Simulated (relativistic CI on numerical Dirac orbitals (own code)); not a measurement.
Line list: Electric-dipole lines, Sb

Calculated at this level of theory: Dirac-Coulomb-Breit CI, separate exchange-only KLI orbitals for each configuration, QED by a radiative potential, valence Slater integrals scaled by 0.85, P86 correlation energy added to each configuration (own radial code, finite nucleus).

Configuration list (outside the closed core [Kr] 4d10): 5s²5p³, 5s²5p²6s, 5s²5p²5d, 5s5p⁴, 5s²5p²7s, 5s²5p²6p, 5s²5p²7p, 5s²5p²6d, 5s²5p5d², 5s²5p²4f, 5s²5p²7d, 5s²5p²5f, 5s²5p²5g, 5s²5p²6f, 5s²5p²7f, 5p⁵. Levels of other configurations are missing.

```tsv
λ vac (Å)	Lower	Upper	A (s⁻¹)	E lower (cm⁻¹)	E upper (cm⁻¹)
1931.0	5s²5p³ ²D°5/2 [3]	5s²5p²5d ²F7/2 [46]	2.45e+08	11446.6	63234.4
2013.8	5s²5p³ ²D°3/2 [2]	5s²5p²5d ²F5/2 [30]	9.72e+07	9758.7	59417.0
2047.8	5s²5p³ ²D°3/2 [2]	5s²5p²6s ²D5/2 [25]	2.36e+07	9758.7	58591.0
2121.1	5s²5p³ ²D°5/2 [3]	5s²5p²6s ²D5/2 [25]	2.17e+08	11446.6	58591.0
2123.2	5s²5p³ ²D°3/2 [2]	5s²5p²5d ⁴F5/2 [19]	4.91e+07	9758.7	56856.4
2129.7	5s²5p³ ²D°5/2 [3]	5s²5p²5d ⁴F7/2 [24]	2.01e+07	11446.6	58401.6
2574.0	5s²5p³ ²D°5/2 [3]	5s²5p²6s ⁴P5/2 [9]	2.18e+07	11446.6	50297.3
2631.1	5s²5p³ ²D°3/2 [2]	5s²5p²6s ⁴P3/2 [7]	5.01e+06	9758.7	47764.9
2753.4	5s²5p³ ²D°5/2 [3]	5s²5p²6s ⁴P3/2 [7]	1.61e+07	11446.6	47764.9
2825.5	5s²5p³ ²D°3/2 [2]	5s²5p²6s ⁴P1/2 [6]	3.85e+07	9758.7	45150.5
```

Terms are leading LS components. Brackets give the number of a level in order of energy, since labels repeat. The list gives strong lines, with weight on those to low levels, without lines whose two gauges differ by over a factor of 2.5, among the lowest 106 of 352 levels, so that lines to higher ones, which can be the strongest, are missing, and without lines across small gaps between configurations, and without 117 lines that miss the measured interval by over 3.5 %, start from a term whose rates miss tabulated ones by over 60 %, have gauges far apart or, lacking measured levels, span too small a gap for the errors found; lines with a level outside our table were not tested and can miss by more. Levels whose partners in the same complex of configurations lie outside the list can be far off, and so can their lines. Rates are taken at the computed energies, electric ones in the length gauge.

For a near-neutral ion this model can misplace configurations by up to about 10,000 cm⁻¹ (more where the count of f electrons changes) and terms by 10 to 25 % of their spread. Rates follow the energies as ν³ (E1, M1) or ν⁵ (E2), so they and the lifetimes can be off by large factors. The fine structure of a lone outer electron comes out too small, for d and f at times inverted, and misplaced configurations move strength between like terms. 14 of the 20 excited levels that our extract of the measured tables holds in this range could be paired (the sources list more); they are missed by 1780 cm⁻¹ on average and 2863 at most, and levels without a partner can miss by more.

LS names give the leading component of a level, which can be under half, so a name can repeat, a term be missing and a line seem to break the LS rules.
